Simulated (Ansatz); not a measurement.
Reaction (formal exchange of groups at a Te–C bond): `CC[Te]C` + SiH₄ → `CC[Te][SiH3]` + CH₄

Calculated with Ansatz (gas phase, PBE0-D4/def2-TZVP geometries, no zero-point term in ΔE). CCSD(T)/CBS adds triple-zeta CCSD(T) − MP2 to the extrapolated MP2 energy (def2 sets, frozen cores). This one scheme is used for every species. DFT in def2-TZVPP. B3LYP here is the variant with VWN-RPA as its local correlation; programs differ in this. def2 core potentials past Kr. For Te outer-core shells are correlated without core-valence functions, which leaves a few kJ/mol of doubt a bond. One conformer a species, not always the lowest.

`CC[Te]C`:

```xyz
12

C     0.617    1.002    1.781
C    -0.051    0.109    0.757
Te    0.732    0.474   -1.212
C    -0.513   -0.978   -2.163
H     0.213    0.810    2.779
H     1.695    0.829    1.821
H     0.455    2.059    1.557
H     0.117   -0.946    0.976
H    -1.126    0.288    0.710
H    -1.560   -0.715   -2.025
H    -0.307   -1.966   -1.755
H    -0.272   -0.967   -3.225
```

SiH₄:

Cartesian coordinates in Å:
```
Si 0.000 0.000 0.000
H 1.237 0.096 0.815
H 0.343 0.141 -1.438
H -0.938 1.082 0.394
H -0.642 -1.319 0.229
```

`CC[Te][SiH3]`:

```xyz
12

C     1.959   -0.983   -0.579
C     0.826   -0.041   -0.232
Te   -0.982   -1.155    0.195
Si   -2.339    0.866    0.680
H     2.180   -1.666    0.244
H     2.869   -0.415   -0.794
H     1.726   -1.584   -1.461
H     0.595    0.633   -1.056
H     1.050    0.549    0.656
H    -3.704    0.394    1.026
H    -1.772    1.635    1.820
H    -2.407    1.768   -0.501
```

CH₄:

Z-matrix (Å, degrees):
```
C
H 1 1.090
H 1 1.090 2 109.5
H 1 1.090 2 109.5 3 -120.0
H 1 1.090 2 109.5 3 120.0
```

**Question.** Is it downhill or uphill in electronic energy at CCSD(T)/CBS, and by how much? (Best estimate.)

**Answer.** Ansatz gave: Downhill: ΔE = -1.00 eV.

**Question.** What do these levels give: revPBE-D4, r2SCAN-D4, B97M-V, r2SCANh-D4, CAM-B3LYP-D4, ωB97M-V, BLYP, r2SCAN, B3LYP, CAM-B3LYP, LC-ωPBE, SCS-MP2/def2-QZVPP? (Estimate.)

**Answer.** The calculation gave: revPBE-D4 -1.03, r2SCAN-D4 -1.07, B97M-V -1.03, r2SCANh-D4 -1.08, CAM-B3LYP-D4 -0.99, ωB97M-V -1.01, BLYP -0.96, r2SCAN -1.07, B3LYP -0.99, CAM-B3LYP -0.97, LC-ωPBE -1.03, SCS-MP2/def2-QZVPP -0.98 eV.

Largest T1 diagnostic among the species: 0.011.

From BLYP to BHLYP (50 % exact exchange), in def2-TZVPP and without D4, ΔE moves by −0.05 eV. Leaving LDA and LC-ωPBE aside and taking each functional with its dispersion term where it has one, the values, not all of them listed here, spread over 0.11 eV, from r2SCAN0-D4 to BLYP-D4.
